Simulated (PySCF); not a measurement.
Computed spectra and the visible range. Vertical TDDFT excitations of isolated species (PySCF; the level stands beside each; core orbitals frozen in the response), one conformer each, no solvent.

1. `C=CCn1cc(F)cn1`
2. `Cc1cpcpc1[SiH3]`
3. `C1SC(SC1)=S`
4. `Cc1cpc([SiH3])pc1`
5. `O=C([SiH3])C/C=C\F`
6. `CC(C)C1CCCCC1`

Q: For which of them does the calculation put a singlet between 380 and 750 nm?

A: 3.

1. (CAM-B3LYP/def2-SVPD on a GFN2-xTB geometry) 195 nm (f 0.160); 183 nm (f 0.038); 180 nm (f 0.011); 178 nm (f 0.047); 176 nm (f 0.049).
2. (CAM-B3LYP/def2-SVPD on a GFN2-xTB geometry) 304 nm (f 0.017); 293 nm (f 0.006); 280 nm (f 0.000); 268 nm (f 0.098); 250 nm (f 0.001).
3. (CAM-B3LYP/def2-SVPD on a GFN2-xTB geometry) 438 nm (f 0.000); 278 nm (f 0.204); 261 nm (f 0.079); 239 nm (f 0.001); 227 nm (f 0.001). S1 lies in the visible range (380 to 750 nm), at 438 nm, dark in the vertical dipole picture (f under 0.0005); light of that wavelength is blue, and its complementary colour is yellow; a Tamm–Dancoff triplet lies at 504 nm, without intensity as long as spin–orbit coupling is left out.
4. (CAM-B3LYP/def2-SVPD on a GFN2-xTB geometry) 303 nm (f 0.016); 295 nm (f 0.004); 291 nm (f 0.000); 266 nm (f 0.018); 250 nm (f 0.000).
5. (PBE0/def2-SVPD on a GFN2-xTB geometry) 349 nm (f 0.002); 234 nm (f 0.008); 210 nm (f 0.066); 197 nm (f 0.035); 188 nm (f 0.089). No computed singlet lies in the visible range (380 to 750 nm); the lowest, at 349 nm, stands 0.29 eV above its violet end (3.26 eV); a Tamm–Dancoff triplet lies at 432 nm, without intensity as long as spin–orbit coupling is left out.
6. (CAM-B3LYP/def2-SVPD on a PBE0-D3(BJ)/def2-SVP geometry) 150 nm (f 0.001); 149 nm (f 0.002); 145 nm (f 0.010); 144 nm (f 0.005); 143 nm (f 0.014).
